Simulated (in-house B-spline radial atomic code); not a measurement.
The numbers below are computed, except where a source is named.
Light and heavy implants in Si at 30 keV

The pair potential comes from two frozen, spherical free-atom densities (PBE, B-spline radial code, scalar-relativistic past argon): electrostatics plus the change in Thomas-Fermi kinetic and Dirac exchange energy where they overlap, the recipe behind the universal ZBL potential, which averages such potentials (from solid-state densities) over many pairs. It is written V = (Z1 Z2 e²/r) φ(r/a), with e² = 14.3996 eV·Å and a = 0.46850 Å/(Z1^0.23 + Z2^0.23); ZBL's fit is φ = 0.18175 e^(−3.1998x) + 0.50986 e^(−0.94229x) + 0.28022 e^(−0.4029x) + 0.02817 e^(−0.20162x). Where φ falls below 4e-4 it is continued as an exponential.

The target, Si, is taken as amorphous, density 2.329 g/cm³ (NSM archive of the Ioffe Institute); nuclear stopping from classical scattering on these potentials, electronic stopping by Lindhard and Scharff, compounds by atom fraction, projected range from N (S_n + S_e) dR_p/dE = 1 − N S_n (M2/M1) R_p/(2E), which runs up to 8 % short of the full integral equation; no channelling. Lindhard and Scharff's S_e can be off by tens of per cent.

| ion | mass (u) | N S_n (eV/nm) | N S_e (eV/nm) | S_n = S_e at (keV) | path (nm) | projected range (nm) |
| --- | --- | --- | --- | --- | --- | --- |
| C | 12.01 | 83.3 | 125 | 19 | 165 | 96.5 |
| O | 16.0 | 151 | 136 | 34 | 118 | 70.9 |
| F | 19.0 | 197 | 136 | 47 | 101 | 62.5 |
| Mg | 24.3 | 322 | 148 | 81 | 73.6 | 47.2 |
| Si | 28.09 | 413 | 152 | 110 | 62.3 | 41 |
| Ga | 69.72 | 1160 | 156 | 630 | 32.4 | 25.1 |
| Ge | 72.63 | 1190 | 156 | 680 | 31.9 | 24.8 |
| Sb | 121.76 | 1690 | 151 | 1800 | 25.8 | 21.7 |

Task: How do the nuclear share and the range change from the lightest ion to the heaviest?

Result: The nuclear share goes from 40 % for C to 92 % for Sb, and the projected range from 96.5 to 21.7 nm, a factor of 4.5. S_e changes by a factor of 1.21, since the heavy ion is slower but has the larger Z1, while S_n grows 20-fold. The heavy ion also keeps its direction better: R_p is 0.84 of the path, against 0.58.

Task: With a displacement energy of 15 eV taken for illustration, how many displacements per nanometre does O start at entry, by the rule 0.8 E_damage/(2 E_d)?

Result: Taking all nuclear loss as damage energy, an upper bound, 0.8 × 151/(2 × 15) = 4.03 per nm.
